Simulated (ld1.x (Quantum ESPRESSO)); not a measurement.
Scattering properties, TM potential for iodine (I)

```json
{"Element": "iodine (I)", "Generator": "ld1.x (Quantum ESPRESSO) 7.5", "Type": "norm-conserving Troullier–Martins (Kleinman–Bylander form)", "Functional": "PBE", "Relativity": "fully relativistic", "Frozen core": "[Kr] 4d10", "Valence charge": "7", "Reference configuration": "5s2 5p5", "Partial waves": "5p (bound): rc 1.85 bohr; 5d channel at 0.4 Ry: rc 1.95 bohr; 5s (bound): rc 2.38 bohr", "Local potential": "the s channel", "Core correction": "none"}
```

Open shells are filled in proportion to 2j + 1 (rel_dist='average').

The phase is arctan(r·u′/u) with u = r·R(r), unwrapped; energies in Ry, scanned from -3 to 5 Ry. A pole is an energy at which the radial function vanishes at the test radius. The pseudo phase is shifted by a multiple of π to meet the all-electron one at the reference energy, and phase errors are pseudo minus all-electron; the curves can meet again beyond the range given. Levels narrower than the energy grid can be missing from the lists of poles.

For each channel, where are the poles, and over which energies does the pseudopotential scatter like the atom?

```json
{"channel": "s", "radius (bohr)": "2.61", "reference energy (Ry)": "-1.28", "poles, all-electron": "-0.45", "poles, pseudo": "-0.47, 4.90", "unbroken range about the reference energy with phases within 0.05 rad": "below 1.0", "phase error 1 Ry above the reference energy (rad)": "-0.008"}
{"channel": "p1/2", "radius (bohr)": "2.61", "reference energy (Ry)": "-0.57", "poles, all-electron": "0.72", "poles, pseudo": "0.71", "unbroken range about the reference energy with phases within 0.05 rad": "below 3.3", "phase error 1 Ry above the reference energy (rad)": "-0.001"}
{"channel": "p3/2", "radius (bohr)": "2.61", "reference energy (Ry)": "-0.50", "poles, all-electron": "0.95", "poles, pseudo": "0.91", "unbroken range about the reference energy with phases within 0.05 rad": "below 2.8", "phase error 1 Ry above the reference energy (rad)": "-0.004"}
{"channel": "d3/2", "radius (bohr)": "2.61", "reference energy (Ry)": "0.40", "poles, all-electron": "3.11", "poles, pseudo": "2.90", "unbroken range about the reference energy with phases within 0.05 rad": "below 4.3", "phase error 1 Ry above the reference energy (rad)": "-0.015"}
{"channel": "d5/2", "radius (bohr)": "2.61", "reference energy (Ry)": "0.40", "poles, all-electron": "3.17", "poles, pseudo": "2.93", "unbroken range about the reference energy with phases within 0.05 rad": "below 4.1", "phase error 1 Ry above the reference energy (rad)": "-0.018"}
```

Note: ghost state, extra bound levels that the all-electron valence spectrum of the same l lacks: d5/2 at -2385.4 eV. A true bound ghost makes a file unfit for plane-wave use.

Phases in the s channel:

```csv
E (Ry),all-electron,pseudo
-3.00,1.243,1.240
-2.52,1.147,1.143
-2.04,0.887,0.878
-1.56,-0.347,-0.354
-1.08,-1.318,-1.319
-0.60,-1.534,-1.539
-0.12,-1.630,-1.640
0.36,-1.696,-1.715
0.84,-1.756,-1.793
1.32,-1.824,-1.905
1.80,-1.921,-2.136
2.28,-2.091,-2.892
2.76,-2.477,-4.050
3.24,-3.361,-4.421
3.72,-4.069,-4.562
4.20,-4.348,-4.639
4.68,-4.478,-4.692
```
